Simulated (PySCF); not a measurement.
PySCF input file for B(H)2(Me) (CH5B), SMILES BC, B3LYP-D3(BJ)/def2-TZVP. Geometry: B3LYP-D3(BJ)/def2-TZVP.

```python
import numpy as np
from pyscf import gto, scf, dft, df
from pyscf.hessian import thermo

mol = gto.M(
    atom='''
    B     0.87027273    0.02093726    0.00000000
    H     1.48384851   -0.00878475    1.02426301
    H     1.48384850   -0.00878475   -1.02426301
    C    -0.68095852    0.01636221   -0.00000000
    H    -0.94507084   -1.05590928    0.00000000
    H    -1.14411936    0.43530961   -0.89466175
    H    -1.14411936    0.43530961    0.89466176
    ''',
    basis='def2-TZVP',
    charge=0,
    spin=0,
    max_memory=1600,
    verbose=3,
)
mf = dft.RKS(mol, xc='b3lyp').density_fit(auxbasis='def2-universal-jkfit')
mf.disp = 'd3bj'
mf.grids.level = 3
mf.conv_tol = 1e-11
mf.max_cycle = 100
mf.kernel()

# [left out here: the lines that compute and print the analytic Hessian (its translational invariance restored by hand, since the grid's response is missing), thermochemistry and intensities]
```

Output:

```
converged SCF energy = -65.9790126201477

WARN: DFTD3 does not support analytical Hessian, using finite difference


WARN: Mole.unit (angstrom) is changed to Bohr

Mode                                 0                   1                   2
Irrep
Freq [cm^-1]                      163.2357            561.9109            689.5540
Reduced mass [au]                   1.0123              1.1384              1.0505
Force const [Dyne/A]                0.0159              0.2118              0.2943
Char temp [K]                     234.8598            808.4647            992.1146
Normal mode                   x     y     z       x     y     z       x     y     z
       0   B                 0.00  0.00 -0.01   -0.03  0.00 -0.00   -0.00  0.00 -0.06
       1   H                -0.08 -0.53  0.03   -0.07 -0.27  0.01   -0.44  0.10  0.22
       2   H                 0.08  0.53  0.03   -0.07 -0.27 -0.01    0.44 -0.10  0.22
       3   C                -0.00  0.00 -0.02    0.02  0.09  0.00   -0.00 -0.00 -0.03
       4   H                 0.00 -0.00  0.46    0.70 -0.11 -0.00   -0.00  0.00  0.08
       5   H                -0.07 -0.29 -0.11   -0.22 -0.24 -0.02   -0.40  0.07  0.22
       6   H                 0.07  0.29 -0.11   -0.22 -0.24  0.02    0.40 -0.07  0.22
Mode                                 3                   4                   5
Irrep
Freq [cm^-1]                      976.0734           1068.5973           1092.0731
Reduced mass [au]                   2.2234              1.4772              1.4864
Force const [Dyne/A]                1.2481              0.9939              1.0445
Char temp [K]                    1404.3522           1537.4736           1571.2501
Normal mode                   x     y     z       x     y     z       x     y     z
       0   B                 0.17  0.03 -0.00   -0.00  0.00 -0.12   -0.03  0.16  0.00
       1   H                 0.29 -0.15 -0.07   -0.36 -0.02  0.10   -0.07 -0.52  0.01
       2   H                 0.29 -0.15  0.07    0.36  0.02  0.10   -0.07 -0.52 -0.01
       3   C                -0.15  0.01  0.00    0.00 -0.00  0.13    0.02 -0.08 -0.00
       4   H                -0.13 -0.00 -0.00   -0.00  0.00 -0.16   -0.15 -0.01  0.00
       5   H                -0.27 -0.05  0.03    0.39 -0.06 -0.12    0.14  0.13  0.03
       6   H                -0.27 -0.05 -0.03   -0.39  0.06 -0.12    0.14  0.13 -0.03
Mode                                 6                   7                   8
Irrep
Freq [cm^-1]                     1254.0816           1328.5905           1429.2229
Reduced mass [au]                   1.1811              1.3771              1.0372
Force const [Dyne/A]                1.0944              1.4322              1.2483
Char temp [K]                    1804.3442           1911.5459           2056.3336
Normal mode                   x     y     z       x     y     z       x     y     z
       0   B                 0.12  0.00  0.00   -0.07  0.01  0.00    0.00 -0.00 -0.02
       1   H                -0.48  0.00  0.35    0.14 -0.04 -0.14   -0.04  0.03  0.00
       2   H                -0.48  0.00 -0.35    0.14 -0.04  0.14    0.04 -0.03  0.00
       3   C                 0.02  0.01 -0.00    0.14  0.03 -0.00    0.00 -0.00 -0.05
       4   H                -0.21  0.06 -0.00   -0.48  0.17  0.00    0.00 -0.00  0.68
       5   H                -0.18 -0.09  0.05   -0.31 -0.28  0.07    0.25  0.43  0.04
       6   H                -0.18 -0.09 -0.05   -0.31 -0.28 -0.07   -0.25 -0.43  0.04
Mode                                 9                  10                  11
Irrep
Freq [cm^-1]                     1477.8745           2572.5411           2641.0801
Reduced mass [au]                   1.0807              1.0555              1.1297
Force const [Dyne/A]                1.3907              4.1156              4.6426
Char temp [K]                    2126.3323           3701.3139           3799.9263
Normal mode                   x     y     z       x     y     z       x     y     z
       0   B                 0.02  0.02 -0.00    0.07 -0.00 -0.00   -0.00  0.00 -0.10
       1   H                -0.01 -0.04  0.02   -0.34  0.02 -0.59    0.34 -0.02  0.56
       2   H                -0.01 -0.04 -0.02   -0.34  0.02  0.59   -0.34  0.02  0.56
       3   C                -0.05  0.05  0.00   -0.00 -0.00  0.00    0.00 -0.00  0.00
       4   H                -0.20  0.08  0.00    0.00 -0.01  0.00    0.00 -0.00  0.00
       5   H                 0.32 -0.41 -0.40    0.00  0.00 -0.01   -0.00  0.01 -0.01
       6   H                 0.32 -0.41  0.40    0.00  0.00  0.01    0.00 -0.01 -0.01
Mode                                12                  13                  14
Irrep
Freq [cm^-1]                     2960.6121           3061.3417           3108.7072
Reduced mass [au]                   1.0602              1.0671              1.1037
Force const [Dyne/A]                5.4750              5.8924              6.2841
Char temp [K]                    4259.6616           4404.5892           4472.7375
Normal mode                   x     y     z       x     y     z       x     y     z
       0   B                 0.00 -0.00  0.00   -0.00 -0.00  0.00   -0.00 -0.00 -0.00
       1   H                -0.00  0.00 -0.00    0.00  0.00  0.00    0.01  0.00  0.01
       2   H                -0.00  0.00  0.00    0.00  0.00 -0.00   -0.01 -0.00  0.01
       3   C                -0.03 -0.06 -0.00    0.04 -0.06  0.00    0.00 -0.00 -0.09
       4   H                 0.24  0.91 -0.00    0.07  0.21  0.00    0.00  0.00 -0.02
       5   H                 0.06 -0.08  0.14   -0.27  0.25 -0.55    0.29 -0.27  0.54
       6   H                 0.06 -0.08 -0.14   -0.27  0.25  0.55   -0.29  0.27  0.54
temperature 298.1500 [K]
pressure 101325.00 [Pa]
Rotational constants [GHz] 96.42988 21.77042 19.87299
Symmetry number 1
Zero-point energy (ZPE) 0.05555 [Eh]   145857.657 [J/mol]
                           tot       elec      trans        rot        vib
Entropy [J/mol/K]       247.554      0.000    150.242     81.935     15.377
Cv [J/mol/K]             47.268      0.000     12.472     12.472     22.325
Cp [J/mol/K]             55.582      0.000     20.786     12.472     22.325
Internal energy [J/mol]                      3718.434   3718.434 148613.366
Internal energy [Eh]   -65.91958  -65.97901
Enthalpy [J/mol]                             6197.391   3718.434 148613.366
Enthalpy [Eh]          -65.91863
Gibbs free energy [J/mol]                  -38597.254 -20710.347 144028.623
Gibbs free energy [Eh] -65.94674
mode   freq/cm-1   IR/(km/mol)
   1      163.24         1.522
   2      561.91         0.554
   3      689.55         1.245
   4      976.07        12.946
   5     1068.60        19.298
   6     1092.07        62.283
   7     1254.08        21.260
   8     1328.59        70.157
   9     1429.22         4.770
  10     1477.87         2.607
  11     2572.54       110.866
  12     2641.08       154.966
  13     2960.61         5.216
  14     3061.34        13.394
  15     3108.71        17.242
max |gradient| / (hartree/bohr): 4.576754414036982e-05
APT charges: [ 0.6063 -0.198  -0.198  -0.2572  0.034   0.0065  0.0065]
```

The calculation finished and met its thresholds.
